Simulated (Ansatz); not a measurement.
Consider the formal loss of a carbene: `[SiH3]CN[SiH2]Cl` → `[CH2]` (triplet) + `[SiH3]N[SiH2]Cl`.

Program: Ansatz. Geometries: PBE0-D4/def2-TZVP. ΔE: electronic, gas phase. CBS: MP2 limit from def2 TZ/QZ plus the TZ coupled-cluster correction, frozen cores. This one scheme is used for every species. DFT in def2-TZVPP. B3LYP here is the variant with VWN-RPA as its local correlation; programs differ in this. Triplets are unrestricted, without spin–orbit coupling. One conformer a species, not always the lowest.

```tsv
level	ΔE (kJ/mol)	difference from CCSD(T)/CBS
PBE-D4	349.2	19.6
r2SCAN-D4	310.1	-19.5
PBE0-D4	335.2	5.6
B3LYP-D4	327.6	-2.0
ωB97X-V	344.9	15.3
ωB97M-V	335.2	5.6
B2PLYP	321.2	-8.4
PBE	342.9	13.3
r2SCAN	308.2	-21.4
PBE0	329.7	0.1
B3LYP	317.7	-11.9
HF/def2-TZVPP	175.8	-153.8
MP2/def2-TZVPP	328.1	-1.5
SCS-MP2/def2-TZVPP	329.1	-0.5
CCSD/def2-TZVPP	307.1	-22.5
CCSD(T)/def2-TZVPP	319.5	-10.1
HF/def2-QZVPP	175.2	-154.4
MP2/def2-QZVPP	333.7	4.1
SCS-MP2/def2-QZVPP	336.0	6.4
HF/CBS(def2)	175.1	-154.5
MP2/CBS(def2)	338.2	8.6
CCSD/CBS(def2)	317.3	-12.3
CCSD(T)/CBS	329.6	0
```

Largest T1 diagnostic among the species: 0.011.

The D4 term adds +9.8 kJ/mol with B3LYP and +5.5 kJ/mol with PBE0; it sums over pairs of atoms, weighted by their polarisabilities, and B3LYP, whose exchange is more repulsive, gets the larger term. In def2-TZVPP, CCSD(T) changes the Hartree–Fock value by +143.7 kJ/mol (the triples alone add +12.3 kJ/mol) and MP2 by +152.3 kJ/mol.
